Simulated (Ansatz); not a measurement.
C₂H₆InN, relaxed with RKS PBE-D4/def2-SVP in Ansatz 0.2.0 from a rough embedded geometry. The force threshold is 0.03 eV/Å; the program also tests the step.

Total charge 0; spin multiplicity 1. In takes the def2 core potential. The bonds changed during the relaxation, so this is another structure than the one it started from.

Start:

```xyz
10

N     0.219   -1.328    0.040
C     0.377    0.049    0.178
C    -0.854    0.613    0.822
In    0.844    1.813   -0.758
H     1.164   -1.754   -0.321
H    -0.453   -1.552   -0.780
H     1.248    0.297    0.806
H    -1.723    0.627    0.076
H    -1.169    0.099    1.742
H     0.347    1.136   -1.806
```

```tsv
step	energy (eV)	largest force (eV/Å)	largest move (Å)
1	-8820.6731	10.150	0.000
2	-8823.7380	3.753	0.194
3	-8825.2718	2.829	0.194
4	-8826.1281	2.502	0.196
5	-8826.6169	1.959	0.192
6	-8827.0446	2.295	0.194
7	-8827.2696	1.437	0.199
8	-8827.4042	0.363	0.193
9	-8827.4064	0.862	0.200
10	-8827.4414	0.139	0.084
11	-8827.4467	0.104	0.053
13	-8827.4514	0.129	0.030
15	-8827.4777	0.213	0.197
17	-8827.5067	0.311	0.195
19	-8827.5235	0.201	0.097
21 (rejected)	-8827.5229	0.526	0.068
23	-8827.5370	0.129	0.097
25	-8827.5439	0.176	0.139
27 (rejected)	-8827.5456	0.180	0.092
29	-8827.5501	0.086	0.066
31	-8827.5505	0.021	0.004
```

End:

```xyz
10

N     0.503   -1.125   -0.378
C     0.193   -0.417    0.752
C    -0.864    0.439    0.899
In    0.875    1.859   -1.047
H     1.370   -1.655   -0.430
H     0.034   -0.862   -1.261
H     0.904   -0.552    1.587
H    -1.644    0.532    0.130
H    -1.005    0.956    1.857
H    -0.366    0.827   -2.109
```

Hardware: 4 threads of an AMD EPYC 9R45 on a shared host. Wall time 15 s, peak host memory 0.22 GiB.
